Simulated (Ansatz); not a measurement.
Computed with Ansatz on PBE0-D4/def2-TZVP structures; ΔE is electronic, products minus reactants. CCSD(T)/CBS is the MP2 limit (def2-TZVPP, def2-QZVPP) plus CCSD(T) − MP2 in def2-TZVPP, frozen cores. DFT in def2-TZVPP. B3LYP here is the variant with VWN-RPA as its local correlation; programs differ in this. For Ga outer-core shells are correlated without core-valence functions, which leaves a few kJ/mol of doubt a bond. Scalar relativity is left out up to krypton. One conformer a species, not always the lowest.

Consider the ligand exchange at the Si–O bond: `[OH][Ga]([OH])[O][SiH3]` + `[OH][Ga]([OH])[SH]` → `[OH][Ga]([SH])[O][SiH3]` + `[OH][Ga]([OH])[OH]`.

`[OH][Ga]([OH])[O][SiH3]`:

Cartesian coordinates in Å:
```
O 2.013 0.918 0.391
Ga 0.295 0.827 0.805
O -0.391 1.829 2.094
O -0.744 -0.285 -0.090
Si -0.607 -1.373 -1.304
H 2.500 1.548 0.928
H -1.332 1.687 2.222
H -1.952 -1.949 -1.563
H -0.108 -0.729 -2.549
H 0.327 -2.472 -0.934
```

`[OH][Ga]([OH])[SH]`:

```xyz
7

O    -0.666    0.533   -1.657
Ga   -0.020    0.039   -0.075
O    -0.668   -1.463    0.617
S     1.495    1.157    1.033
H    -0.299    1.348   -2.007
H    -1.326   -1.876    0.053
H     1.484    0.263    2.037
```

`[OH][Ga]([SH])[O][SiH3]`:

Z-matrix (Å, degrees):
```
Si
O 1 1.632
H 1 1.486 2 110.1
H 1 1.495 2 110.7 3 -119.8
H 1 1.486 2 110.1 3 120.5
Ga 2 1.779 1 136.6 3 119.6
S 6 2.172 2 119.3 1 -179.9
O 6 1.774 2 119.8 1 0.1
H 7 1.345 6 91.6 2 0.0
H 8 0.961 6 113.3 2 -0.0
```

`[OH][Ga]([OH])[OH]`:

Cartesian coordinates in Å:
```
O 0.630 -1.186 1.159
Ga 0.000 0.000 0.000
O -1.611 -0.222 -0.710
O 0.981 1.408 -0.450
H 0.020 -1.907 1.332
H -1.853 0.475 -1.323
H 1.833 1.431 -0.009
```

Task: Is it downhill or uphill in electronic energy at CCSD(T)/CBS, and by how much? (Estimate.)

Result: Computed: Nearly level: ΔE = -1.1 kJ/mol.

Task: What do these levels give: r2SCAN-D4, ωB97X-V, ωB97M-V, PBE0, B3LYP, MP2/def2-TZVPP, SCS-MP2/def2-TZVPP, CCSD/def2-TZVPP, SCS-MP2/def2-QZVPP, HF/CBS(def2), MP2/CBS(def2), CCSD/CBS(def2)? (An estimate is asked.)

Result: The calculation gave: r2SCAN-D4 -0.7, ωB97X-V -0.6, ωB97M-V -1.1, PBE0 -0.2, B3LYP 0.3, MP2/def2-TZVPP -0.8, SCS-MP2/def2-TZVPP -0.4, CCSD/def2-TZVPP -0.3, SCS-MP2/def2-QZVPP -0.4, HF/CBS(def2) 2.0, MP2/CBS(def2) -1.1, CCSD/CBS(def2) -0.6 kJ/mol.

Largest T1 diagnostic among the species: 0.014.
